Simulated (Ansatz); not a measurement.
Geometry optimisation, Ansatz, RKS r2SCAN-D4/def2-SVP.

Input:

```yaml
crystal:
  periodic: [false, false, false]
  atoms:
    - { symbol: B, position_ang: [-0.033025, 0.604233, -0.151881] }
    - { symbol: Cl, position_ang: [-0.184938, -0.707777, 2.617448] }
    - { symbol: O, position_ang: [1.194899, 0.044088, -0.318753] }
    - { symbol: H, position_ang: [1.185002, -0.897371, -0.531488] }
    - { symbol: O, position_ang: [-1.246635, 0.063199, -0.42469] }
    - { symbol: H, position_ang: [-1.23677, -0.873392, -0.654849] }
    - { symbol: S, position_ang: [-0.085348, 2.372334, 0.464698] }
    - { symbol: H, position_ang: [1.256674, 2.47157, 0.582216] }
    - { symbol: H, position_ang: [-0.250058, 0.601317, 2.354098] }
basis:
  gaussian: { orbitals: def2-SVP }
hamiltonian:
  xc: r2scan
  dispersion: d4
relax:
  f_tol: 0.03
  max_steps: 50
output:
  orbitals: {}
```

Launched with:

```bash
$ ansatz run input.yaml --threads 4 --pin off --max-ram 5120MiB --backend cpu --events-out ev --progress --plain --runs-dir out
```

Where does it end, and by what steps?

The forces met the threshold. After 12 steps the energy has fallen by 0.074 eV; Cl2 moved furthest, 0.47 Å.

| step | energy less start (eV) | largest force component (eV/Å) | accepted |
| --- | --- | --- | --- |
| 0 | 0.0000 | 0.866 | yes |
| 1 | -0.0205 | 1.082 | yes |
| 2 | -0.0521 | 0.676 | yes |
| 3 | -0.0613 | 0.540 | yes |
| 4 | -0.0647 | 0.436 | yes |
| 5 | -0.0113 | 0.762 | no |
| 6 | -0.0684 | 0.116 | yes |
| 7 | -0.0687 | 0.225 | yes |
| 8 | -0.0713 | 0.240 | yes |
| 9 | -0.0730 | 0.098 | yes |
| 10 | -0.0734 | 0.047 | yes |
| 11 | -0.0735 | 0.044 | yes |
| 12 | -0.0737 | 0.018 | yes |

```xyz
9
Properties=species:S:1:pos:R:3
B -0.034 0.566 -0.201
Cl -0.188 -0.455 3.015
O 1.196 0.030 -0.426
H 1.197 -0.866 -0.784
O -1.242 0.021 -0.496
H -1.220 -0.878 -0.844
S -0.105 2.230 0.591
H 1.235 2.346 0.709
H -0.240 0.684 2.371
```

Whether the end is a true minimum wasn't checked by a vibrational analysis.

Run time: 21 s on 4 threads of Arm Neoverse V2, on a shared host, peak memory 0.17 GiB.
